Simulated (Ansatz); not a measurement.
`CSCS[SiH3]` + H₂ → `CSC` + `[SiH3]S` at 600 K and 1 bar (hydrogenolysis of a C–S bond).

Calculated with Ansatz (gas phase, PBE0-D4/def2-TZVP geometries, no zero-point term in ΔE). CBS: MP2 limit from def2 TZ/QZ plus the TZ coupled-cluster correction, frozen cores. This one scheme is used for every species. One conformer a species, not always the lowest.

```csv
species,CCSD(T)/CBS energy (Eh),H − E (kJ/mol),S (J/(mol·K))
`CSCS[SiH3]`,-1165.56264,319.0,486.9
H₂,-1.17544,43.9,150.8
`CSC`,-477.48821,242.4,347.0
`[SiH3]S`,-689.27336,126.3,326.2
```

H − E and S are ideal-gas, rigid-rotor, harmonic terms from PBE0-D4/def2-TZVP, for one conformer and one mirror image of each species. The MP2-based limit puts H₂ 0.8 mEh under its directly extrapolated value; such offsets cancel only in part. 1 Eh = 2625.50 kJ/mol, R = 8.31446 J/(mol·K).

Question: By hand: ΔE, ΔH, ΔS and ΔG.

Answer: ΔE = (-477.48821) + (-689.27336) − (-1165.56264) − (-1.17544) = -0.02349 Eh = -61.7 kJ/mol. Δ(H − E) = 242.4 + 126.3 − 319.0 − 43.9 = 5.8, so ΔH = -55.9 kJ/mol. ΔS = 347.0 + 326.2 − 486.9 − 150.8 = 35.5 J/(mol·K). ΔG = -55.9 − 600 × (35.5)/1000 = -77.2 kJ/mol.

Question: By hand: the equilibrium constant, and the temperature at which ΔG would vanish if ΔH and ΔS stayed fixed.

Answer: log₁₀ K = −ΔG/(RT ln 10) = 6.7. ΔH and −TΔS have one sign here, so there is no such temperature.

TΔS isn't small against ΔH here. A doubt of 5 kJ/mol in ΔE shifts log₁₀ K by 0.4 here. Other conformers and mirror images would add mixing entropy, several J/(mol·K) or more a flexible species. Modes under 60 cm⁻¹, often nearly free rotors, make the harmonic entropy too high. These are equilibria of isolated gas molecules and say nothing of rates. Largest T1 diagnostic: 0.011 (customary marks: 0.02 for closed shells, 0.045 for open ones).
